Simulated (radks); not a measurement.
Values are calculated unless marked as measured or tabulated.
Spherical quantum dot in the effective-mass picture: electrons in a hard-walled sphere of radius 1.66, with a point charge +2 (a donor) at the centre, all in effective atomic units (hartree* = m*/eps^2 hartree, bohr* = eps/m* bohr), one dielectric constant everywhere. Level of theory: non-relativistic Kohn-Sham, r2SCAN, spin-polarised, spherical densities, generalised Kohn-Sham scheme (a radial shooting solver with Libxc functionals). Levels are named by radial order and angular momentum (1s, 1p, 1d, 2s, ...), and open shells are averaged over m. Results are scaled to m* = 0.088 and eps = 9.2, for which hartree* = 28.29 meV and bohr* = 5.532 nm.

N = 8, configuration 1s2 1p6. This is the lowest configuration that the search found. Occupied and some empty levels:

level,occupation,eigenvalue (meV),<r> (nm)
1s,2,158.40,4.139
1p,6,222.99,5.503
2s,0,287.14,4.510
1d,0,290.33,6.026
1f,0,371.11,6.363

Energy (meV): total 851.401, kinetic 740.30, external -580.54, Hartree 865.89, exchange-correlation -174.25.
